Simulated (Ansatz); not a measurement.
```yaml
crystal:
  periodic: [false, false, false]
  atoms:
    - {symbol: O, position_ang: [0.376495, -0.787162, 0.846016]}
    - {symbol: Sb, position_ang: [0.012647, 0.161129, -0.846505]}
    - {symbol: H, position_ang: [0.890133, -1.578498, 0.668249]}
    - {symbol: D, position_ang: [-1.642159, 0.427258, -0.491511]}
    - {symbol: H, position_ang: [0.412884, 1.703673, -0.217650]}
basis:
  gaussian: {orbitals: ANO-RCC-VTZP}
hamiltonian: {xc: {name: B97}}
```

```sh
$ ansatz run in.yaml --threads 2 --pin off --events-out ev --progress --plain --max-ram 4352MiB
```

Output, abridged:

```
Error: YAML parse error: error: line 7 column 16: `D` is not an element symbol (H … Og, case-exact)
 --> <input>:7:16
5 |     - {symbol: Sb, position_ang: [0.012647, 0.161129, -0.846505]}
6 |     - {symbol: H, position_ang: [0.890133, -1.578498, 0.668249]}
7 |     - {symbol: D, position_ang: [-1.642159, 0.427258, -0.491511]}
8 |     - {symbol: H, position_ang: [0.412884, 1.703673, -0.217650]}
9 | basis:
```

In this input an element symbol is wrong. The program refused the input.
